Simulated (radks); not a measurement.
The numbers below are computed, except where a source is named.
Neutral silver inside a hard spherical wall (all orbitals vanish at R), configuration held at [Kr] 4d10 5s1 and not refilled when levels cross. Level of theory: scalar-relativistic Kohn-Sham, PBEsol, spin-polarised, spherical densities, finite nucleus; open shells are filled with parallel spins first (spin-orbit coupling, left out, can overturn this in heavy ions); Fermi nuclear charge, rms radius 4.5454 fm (a radial shooting solver on a logarithmic mesh with Libxc functionals). Eigenvalues in eV for spin up, with the zero of energy where the potential of the charges vanishes at infinity; a dash marks a level that is unbound or too diffuse for the functional's potential to be trusted. A positive occupied level is held by the wall or, in an anion where self-interaction has pushed it up, behind a barrier. The pressure on the wall is -dE/dV.

R (bohr) = free: E (hartree) -5313.40200; kinetic (hartree) 5519.379; e(4s) -94.906; e(4p) -58.465; e(4d) -7.505; e(5s) -4.781; e(5p, empty) -0.921; e(6s, empty) -; pressure (GPa) 0
R (bohr) = 20: E (hartree) -5313.40200; kinetic (hartree) 5519.379; e(4s) -94.906; e(4p) -58.465; e(4d) -7.505; e(5s) -4.781; e(5p, empty) -0.920; e(6s, empty) -; pressure (GPa) < 0.0001
R (bohr) = 15: E (hartree) -5313.40200; kinetic (hartree) 5519.379; e(4s) -94.906; e(4p) -58.465; e(4d) -7.505; e(5s) -4.781; e(5p, empty) -0.910; e(6s, empty) 0.345; pressure (GPa) < 0.0001
R (bohr) = 10: E (hartree) -5313.40179; kinetic (hartree) 5519.381; e(4s) -94.886; e(4p) -58.445; e(4d) -7.487; e(5s) -4.762; e(5p, empty) -0.744; e(6s, empty) 1.892; pressure (GPa) 0.00576
R (bohr) = 8: E (hartree) -5313.39992; kinetic (hartree) 5519.396; e(4s) -94.784; e(4p) -58.343; e(4d) -7.389; e(5s) -4.653; e(5p, empty) -0.338; e(6s, empty) 4.386; pressure (GPa) 0.0863
R (bohr) = 7: E (hartree) -5313.39551; kinetic (hartree) 5519.425; e(4s) -94.615; e(4p) -58.174; e(4d) -7.230; e(5s) -4.453; e(5p, empty) 0.178; e(6s, empty) 7.027; pressure (GPa) 0.355
R (bohr) = 6: E (hartree) -5313.38122; kinetic (hartree) 5519.507; e(4s) -94.209; e(4p) -57.771; e(4d) -6.856; e(5s) -3.932; e(5p, empty) 1.248; e(6s, empty) 11.832; pressure (GPa) 1.60
R (bohr) = 3.5: E (hartree) -5312.81668; kinetic (hartree) 5522.014; e(4s) -87.213; e(4p) -51.000; e(4d) -0.438; e(5s) 7.280; e(5p, empty) 17.378; e(6s, empty) 65.308; pressure (GPa) 176
